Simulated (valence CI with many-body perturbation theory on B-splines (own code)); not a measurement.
Results of a calculation; reference values are marked as such.
# Hyperfine factors and g values of Hg XLII

Level of theory: valence CI with perturbative core correlation (CI+MBPT): three valence electrons over a frozen Dirac-Fock core [Kr], a basis of 7 s, 7 p, 8 d, 6 f, 4 g, 1 h functions for each j, with the one-electron correlation potential Σ1 (screened to all orders), the two-electron term Σ2, the three-electron term Σ3, Breit, model QED; selected single and double excitations, second order for the rest, scaled by the run's own slope (own B-spline code, finite nucleus).

The last digits are not significant, and no measured levels were compared; by estimate large intervals hold to a few tenths of a per cent, small ones and those within an open d or f shell to about a per cent. The list stops below the first excitations out of the core.

A/g_I is the dipole constant over the nuclear g factor μ/I (μ in nuclear magnetons, uniformly magnetised nucleus), B/Q the quadrupole constant per barn. Both hold the static response of the core; the bare values leave it out. Large factors of s and p1/2 electrons are usually good to 5 to 10 %; those of open d and f shells near neutrality can be off by tens of per cent, and small factors of p3/2, d and f electrons come from cancelling terms and can be off by a factor of two or in sign, in half-filled shells by more. B is blank for J = 1/2, where it vanishes, and for nearly pure S terms. Energies count from the lowest level.

Levels are named by their leading jj configuration (3d3/2^4 stands for four electrons in 3d with j = 3/2), which in mixed levels can hold well under half, so a name can repeat and another be missing. Letters in brackets count levels of one name in rising energy.

| Level | E (eV) | g | A/g_I (MHz) | A/g_I bare | B/Q (MHz/b) | B/Q bare |
| --- | --- | --- | --- | --- | --- | --- |
| (4d3/2^3) J=3/2 | 0.000 | 0.716 | 38100 | 36900 | -24100 | -23400 |
| (4d3/2^2 4d5/2) J=5/2 [a] | 24.338 | 1.056 | 21200 | 21100 | -12800 | -12400 |
| (4d3/2^2 4d5/2) J=3/2 | 26.898 | 1.183 | 16700 | 16900 | -4820 | -4660 |
| (4d3/2^2 4d5/2) J=7/2 | 28.837 | 1.045 | 23100 | 22900 | 9640 | 9270 |
| (4d3/2^2 4d5/2) J=9/2 | 29.027 | 1.040 | 24000 | 23700 | 27500 | 26500 |
| (4d3/2^2 4d5/2) J=1/2 | 29.222 | 1.828 | -18500 | -16200 |  |  |
| (4d3/2^2 4d5/2) J=5/2 [b] | 38.802 | 1.255 | 13400 | 13900 | 40900 | 39500 |
| (4d3/2 4d5/2^2) J=7/2 [a] | 52.648 | 1.120 | 17000 | 17000 | -2810 | -2740 |
| (4d3/2 4d5/2^2) J=9/2 | 54.760 | 1.136 | 17800 | 17900 | 7470 | 7120 |
| (4d3/2 4d5/2^2) J=3/2 [a] | 56.600 | 1.118 | 20100 | 20100 | -24100 | -23300 |
| (4d3/2 4d5/2^2) J=1/2 | 57.890 | 1.498 | -8200 | -6900 |  |  |
| (4d3/2 4d5/2^2) J=5/2 [a] | 58.446 | 1.289 | 5600 | 6210 | 30100 | 29000 |
| (4d3/2 4d5/2^2) J=11/2 | 58.966 | 1.086 | 20300 | 20300 | 51300 | 49500 |
| (4d3/2 4d5/2^2) J=5/2 [b] | 62.160 | 1.095 | 21600 | 21600 | -10800 | -10500 |
| (4d3/2 4d5/2^2) J=7/2 [b] | 62.579 | 1.091 | 21000 | 20900 | 10300 | 10100 |
| (4d3/2 4d5/2^2) J=3/2 [b] | 70.819 | 0.893 | 33800 | 33100 | 32300 | 31200 |
| (4d5/2^3) J=9/2 | 82.910 | 1.162 | 14400 | 14600 | 3920 | 3800 |
| (4d5/2^3) J=3/2 | 88.566 | 1.130 | 15500 | 15600 | 2590 | 2480 |
| (4d5/2^3) J=5/2 | 93.044 | 1.167 | 14500 | 14600 | 3700 | 3570 |

(1) Take the isotope of mass number 199, with I = 1/2, μ = 0.5039 μN. What is the hyperfine structure of (4d3/2^3) J=3/2?

Results:

(1) From the table A = 38400 MHz. Shifts from the centre of gravity in MHz: F = 1: -48000, F = 2: 28800.
